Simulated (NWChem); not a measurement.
System: CH₅N₂S cation; SMILES NC([NH3+])=S

Input file for NWChem:

```
start job
memory heap 200 mb stack 900 mb global 1100 mb
charge 1
geometry units angstroms noautosym nocenter noautoz
  N      1.228133    -0.994703     0.000091
  C      0.141803    -0.205338    -0.000043
  N     -1.152795    -1.058892    -0.000365
  S     -0.019582     1.408634     0.000068
  H      1.217681    -2.018035    -0.001150
  H      2.145769    -0.538411     0.000145
  H     -1.939393    -0.378911     0.003549
  H     -1.242358    -1.664703     0.841764
  H     -1.245413    -1.658036    -0.846912
end
basis spherical
  N library def2-svp
  C library def2-svp
  S library def2-svp
  H library def2-svp
end
dft
  xc b3lyp
  iterations 150
  mulliken
end
task dft energy
esp
  recalculate
  probe 0.07
  range 0.3
  factor 1.0
  spacing 0.02
end
task esp
```

Output (shortened):

```
             Northwest Computational Chemistry Package (NWChem) 7.3.0
             --------------------------------------------------------

                             Geometry "geometry" -> ""
                             -------------------------

 Output coordinates in angstroms (scale by  1.889725989 to convert to a.u.)

  No.       Tag          Charge          X              Y              Z
 ---- ---------------- ---------- -------------- -------------- --------------
    1 N                    7.0000     1.22813300    -0.99470300     0.00009100
    2 C                    6.0000     0.14180300    -0.20533800    -0.00004300
    3 N                    7.0000    -1.15279500    -1.05889200    -0.00036500
    4 S                   16.0000    -0.01958200     1.40863400     0.00006800
    5 H                    1.0000     1.21768100    -2.01803500    -0.00115000
    6 H                    1.0000     2.14576900    -0.53841100     0.00014500
    7 H                    1.0000    -1.93939300    -0.37891100     0.00354900
    8 H                    1.0000    -1.24235800    -1.66470300     0.84176400
    9 H                    1.0000    -1.24541300    -1.65803600    -0.84691200

 Effective nuclear repulsion energy (a.u.)     164.3092041384

                                 NWChem DFT Module
                                 -----------------

 Summary of "ao basis" -> "ao basis" (spherical)
 ------------------------------------------------------------------------------
       Tag                 Description            Shells   Functions and Types
 ---------------- ------------------------------  ------  ---------------------
 N                          def2-svp                 6       14   3s2p1d
 C                          def2-svp                 6       14   3s2p1d
 S                          def2-svp                 8       18   4s3p1d
 H                          def2-svp                 3        5   2s1p

            General Information
            -------------------
          SCF calculation type: DFT
          Wavefunction type:  closed shell.
          No. of atoms     :     9
          No. of electrons :    40
           Alpha electrons :    20
            Beta electrons :    20
          Charge           :     1
          Spin multiplicity:     1
          Use of symmetry is: off; symmetry adaption is: off
          Maximum number of iterations: 150
          AO basis - number of functions:    85
                     number of shells:    41
          Convergence on energy requested:  1.00D-06
          Convergence on density requested:  1.00D-05
          Convergence on gradient requested:  5.00D-04

              XC Information
              --------------
                         B3LYP Method XC Potential
                     Hartree-Fock (Exact) Exchange  0.200
                        Slater Exchange Functional  0.800 local
                    Becke 1988 Exchange Functional  0.720 non-local
              Lee-Yang-Parr Correlation Functional  0.810
                  VWN I RPA Correlation Functional  0.190 local

             Grid Information
             ----------------
          Grid used for XC integration:  medium
          Radial quadrature: Mura-Knowles
          Angular quadrature: Lebedev.
          Tag              B.-S. Rad. Rad. Pts. Rad. Cut. Ang. Pts.
          ---              ---------- --------- --------- ---------
          N                   0.65       49          10.0       434
          C                   0.70       49           8.0       434
          S                   1.00       88          10.0       590
          H                   0.35       45          11.0       434
          Grid pruning is: on
          Number of quadrature shells:   460
          Spatial weights used:  Erf1

      Superposition of Atomic Density Guess
      -------------------------------------

 Sum of atomic energies:        -545.95688720

 Renormalizing density from      41.00 to     40

      Non-variational initial energy
      ------------------------------

 Total energy =    -539.402237
 1-e energy   =   -1049.629971
 2-e energy   =     345.918529
 HOMO         =      -0.630093
 LUMO         =      -0.313828

     ---------------------------------------------
      Total Density - Mulliken Population Analysis
     ---------------------------------------------

    Atom       Charge   Shell Charges
 -----------   ------   -------------------------------------------------------
    1 N    7     7.34   1.99  1.06  0.35  2.63  1.29  0.01
    2 C    6     5.59   1.99  0.98  0.16  1.61  0.77  0.09
    3 N    7     7.23   1.99  1.05  0.33  2.52  1.33  0.01
    4 S   16    16.55   2.00  2.00  1.40  0.53  5.97  2.23  2.37  0.06
    5 H    1     0.66   0.54  0.08  0.04
    6 H    1     0.67   0.55  0.08  0.04
    7 H    1     0.68   0.55  0.09  0.04
    8 H    1     0.64   0.52  0.08  0.04
    9 H    1     0.64   0.52  0.08  0.04

   convergence    iter        energy       DeltaE   RMS-Dens  Diis-err
 ---------------- ----- ----------------- --------- --------- ---------
 d= 0,ls=0.0,diis     1   -548.1575819903 -7.12D+02  3.70D-02  1.41D+00
 d= 0,ls=0.0,diis     2   -547.7883542658  3.69D-01  3.20D-02  3.35D+00
 d= 0,ls=0.0,diis     3   -548.2607736654 -4.72D-01  7.26D-03  4.60D-01
 d= 0,ls=0.0,diis     4   -548.3233331890 -6.26D-02  1.53D-03  3.74D-02
 d= 0,ls=0.0,diis     5   -548.3265833257 -3.25D-03  7.71D-04  6.59D-03
  Resetting Diis
 d= 0,ls=0.0,diis     6   -548.3273325129 -7.49D-04  1.90D-04  3.50D-04
 d= 0,ls=0.0,diis     7   -548.3273823188 -4.98D-05  1.20D-04  1.57D-05
 d= 0,ls=0.0,diis     8   -548.3273772850  5.03D-06  8.11D-05  5.22D-05
 d= 0,ls=0.0,diis     9   -548.3273842300 -6.94D-06  1.38D-05  2.18D-06
 d= 0,ls=0.0,diis    10   -548.3273844981 -2.68D-07  3.12D-06  4.66D-08

         Total DFT energy =     -548.327384498120
      One electron energy =    -1069.884513525696
           Coulomb energy =      403.726343249487
    Exchange-Corr. energy =      -46.478418360273
 Nuclear repulsion energy =      164.309204138362

 Numeric. integr. density =       39.999999939014

                       DFT Final Molecular Orbital Analysis
                       ------------------------------------

 Vector   18  Occ=2.000000D+00  E=-5.845166D-01
              MO Center=  6.1D-01, -4.7D-01, -3.0D-03, r^2= 1.8D+00
   Bfn.  Coefficient  Atom+Function         Bfn.  Coefficient  Atom+Function
  ----- ------------  ---------------      ----- ------------  ---------------
     6      0.420517  1 N  pz                20     -0.381565  2 C  pz
     9     -0.276880  1 N  pz                23     -0.215957  2 C  pz
    52     -0.132725  4 S  pz                55     -0.121180  4 S  pz
    34     -0.099957  3 N  pz                81     -0.097246  9 H  s
    76      0.083426  8 H  s                 49     -0.075286  4 S  pz

 Vector   19  Occ=2.000000D+00  E=-4.402030D-01
              MO Center=  3.9D-01,  4.4D-01,  1.8D-04, r^2= 2.7D+00
   Bfn.  Coefficient  Atom+Function         Bfn.  Coefficient  Atom+Function
  ----- ------------  ---------------      ----- ------------  ---------------
    55      0.465377  4 S  pz                 6      0.372083  1 N  pz
    52      0.365499  4 S  pz                 9     -0.336361  1 N  pz
    49      0.205850  4 S  pz                20      0.169576  2 C  pz
    23      0.149326  2 C  pz                77     -0.051440  8 H  s
    82      0.051070  9 H  s                 57     -0.041730  4 S  d -1

 Vector   20  Occ=2.000000D+00  E=-4.237987D-01
              MO Center= -4.4D-02,  1.2D+00,  9.4D-05, r^2= 1.9D+00
   Bfn.  Coefficient  Atom+Function         Bfn.  Coefficient  Atom+Function
  ----- ------------  ---------------      ----- ------------  ---------------
    53      0.575035  4 S  px                50      0.451097  4 S  px
    31      0.257646  3 N  s                 47      0.253021  4 S  px
     3     -0.228095  1 N  s                 21      0.204613  2 C  px
    33     -0.114159  3 N  py                36      0.110117  3 N  py
    30      0.101327  3 N  s                 72     -0.078510  7 H  s

 Vector   21  Occ=0.000000D+00  E=-2.399767D-01
              MO Center=  1.5D-01,  1.8D-01, -8.5D-05, r^2= 2.8D+00
   Bfn.  Coefficient  Atom+Function         Bfn.  Coefficient  Atom+Function
  ----- ------------  ---------------      ----- ------------  ---------------
    55     -0.534440  4 S  pz                20      0.515889  2 C  pz
    23      0.513013  2 C  pz                 9     -0.343311  1 N  pz
    52     -0.277367  4 S  pz                 6      0.275985  1 N  pz
    77     -0.238795  8 H  s                 82      0.239264  9 H  s
    49     -0.157616  4 S  pz                76     -0.131080  8 H  s

 Vector   22  Occ=0.000000D+00  E=-1.912269D-01
              MO Center= -1.1D+00, -1.6D+00, -1.1D-03, r^2= 4.1D+00
   Bfn.  Coefficient  Atom+Function         Bfn.  Coefficient  Atom+Function
  ----- ------------  ---------------      ----- ------------  ---------------
    31      1.259253  3 N  s                 77     -0.751602  8 H  s
    82     -0.750905  9 H  s                  3      0.441922  1 N  s
    72     -0.425002  7 H  s                 30      0.314055  3 N  s
    62     -0.301132  5 H  s                 36     -0.200009  3 N  py
    67     -0.175547  6 H  s                 17     -0.158935  2 C  s

 Vector   23  Occ=0.000000D+00  E=-1.374635D-01
              MO Center= -2.8D-01, -9.2D-01, -1.1D-03, r^2= 4.7D+00
   Bfn.  Coefficient  Atom+Function         Bfn.  Coefficient  Atom+Function
  ----- ------------  ---------------      ----- ------------  ---------------
    62      0.848036  5 H  s                  3     -0.767135  1 N  s
    17     -0.727611  2 C  s                 72      0.728586  7 H  s
    21      0.595278  2 C  px                35      0.561675  3 N  px
    31      0.509437  3 N  s                 82     -0.356737  9 H  s
    77     -0.353631  8 H  s                 54     -0.348198  4 S  py

     ---------------------------------------------
      Total Density - Mulliken Population Analysis
     ---------------------------------------------

    Atom       Charge   Shell Charges
 -----------   ------   -------------------------------------------------------
    1 N    7     7.03   1.99  0.98  0.34  2.51  1.19  0.01
    2 C    6     6.06   1.99  0.97  0.15  1.98  0.88  0.08
    3 N    7     6.98   1.99  1.03  0.31  2.47  1.17  0.02
    4 S   16    15.95   2.00  1.98  1.28  0.68  5.93  1.81  2.21  0.06
    5 H    1     0.84   0.70  0.09  0.04
    6 H    1     0.80   0.68  0.08  0.04
    7 H    1     0.79   0.66  0.08  0.04
    8 H    1     0.78   0.67  0.07  0.04
    9 H    1     0.78   0.67  0.07  0.04

     -------------------------------------------
      Total Density - Lowdin Population Analysis
     -------------------------------------------

    Atom       Charge   Shell Charges
 -----------   ------   -------------------------------------------------------
    1 N    7     6.95   1.97  0.69  0.39  2.28  1.59  0.04
    2 C    6     6.10   1.96  0.66  0.31  1.80  1.19  0.18
    3 N    7     6.76   1.97  0.71  0.38  2.21  1.46  0.04
    4 S   16    15.86   2.00  1.96  1.00  0.71  5.81  1.90  2.41  0.09
    5 H    1     0.89   0.58  0.20  0.12
    6 H    1     0.87   0.57  0.19  0.12
    7 H    1     0.86   0.56  0.19  0.11
    8 H    1     0.85   0.57  0.18  0.11
    9 H    1     0.85   0.57  0.18  0.11

     Multipole analysis of the density
     ---------------------------------

     L   x y z        total         alpha         beta         nuclear
     -   - - -        -----         -----         ----         -------
     0   0 0 0      1.000000    -20.000000    -20.000000     41.000000

     1   1 0 0     -0.845439     -0.423814     -0.423814      0.002188
     1   0 1 0     -2.688503     -1.980007     -1.980007      1.271512
     1   0 0 1     -0.001785      0.002596      0.002596     -0.006977

     2   2 0 0    -12.107612    -64.851981    -64.851981    117.596349
     2   1 1 0      1.960575     -0.149389     -0.149389      2.259352
     2   1 0 1      0.001032     -0.007841     -0.007841      0.016715
     2   0 2 0    -13.180658   -108.012175   -108.012175    202.843692
     2   0 1 1      0.005355     -0.010676     -0.010676      0.026707
     2   0 0 2    -21.476885    -13.284329    -13.284329      5.091772

                     NWChem Electrostatic Potential Fit Module
                     -----------------------------------------

 Atom parameters

 Number of atoms is                                    9
 Number of basis functions is                         85

 Grid parameters

 Maximum number of grid points is                  35594
 Number of grid points is                          35593
 Grid range                                     0.300000 nm
 Grid spacing                                   0.020000 nm
 Probe radius                                   0.070000 nm
 Atom radius factor                             1.000000

 Atomic radii

    1    0.100000
    6    0.147000
    7    0.140000
   16    0.174000
 FASTESP  F
  using M.O. file = ./job.movecs

    Atom              Coordinates                           Charge

                                                  ESP

    1 N     0.122813   -0.099470    0.000009   -0.473481
    2 C     0.014180   -0.020534   -0.000004    0.137100
    3 N    -0.115280   -0.105889   -0.000037   -0.059956
    4 S    -0.001958    0.140863    0.000007   -0.056189
    5 H     0.121768   -0.201804   -0.000115    0.341961
    6 H     0.214577   -0.053841    0.000015    0.342767
    7 H    -0.193939   -0.037891    0.000355    0.210386
    8 H    -0.124236   -0.166470    0.084176    0.278624
    9 H    -0.124541   -0.165804   -0.084691    0.278788
                                            ------------
                                                1.000000

 Dipole moment                                  1.508393

 Quadrupole moment Qxx                         20.242194
                   Qyy                         -9.875881
                   Qzz                        -10.366312

 RMS deviation kJ/mol                           0.071724

 RRMS %                                         3.174590
```

Level: B3LYP/def2-SVP. The geometry was optimised at PBE-D3(BJ)/def2-SVP. B3LYP is NWChem's, with the RPA form of VWN correlation.
